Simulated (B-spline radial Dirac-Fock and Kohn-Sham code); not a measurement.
## Relativistic shifts of the levels of Sb

System: neutral antimony, [Kr] 4d10 5s2 5p3.

Both columns are ΔSCF binding energies of the configuration average from a radial finite-basis atomic code: non-relativistic Hartree-Fock with a point nucleus, and Dirac-Fock with a finite nucleus and the Coulomb interaction alone, averaged over the two j levels with weights 2j+1.

```tsv
shell	Hartree-Fock (eV)	Dirac-Fock (eV)	shift (eV)	shift (%)
1s	29477.1	30601.2	+1124.05	+3.81
2s	4448.8	4724.4	+275.61	+6.20
2p	4153.0	4233.0	+80.01	+1.93
3s	900.1	958.1	+58.00	+6.44
3p	776.4	793.9	+17.52	+2.26
3d	548.8	540.5	-8.34	-1.52
4s	159.8	170.8	+11.01	+6.89
4d	41.81	39.83	-1.98	-4.73
5s	15.30	16.28	+0.98	+6.41
5p	7.67	7.63	-0.04	-0.56
```

Relativity binds 1s, 2s, 2p, 3s, 3p, 4s, 5s more strongly, among those listed most of all 4s in relative terms, and 3d, 4d, 5p more weakly.

Values without a named source are computed, but for edge energies of neutral atoms, which are taken from tables.
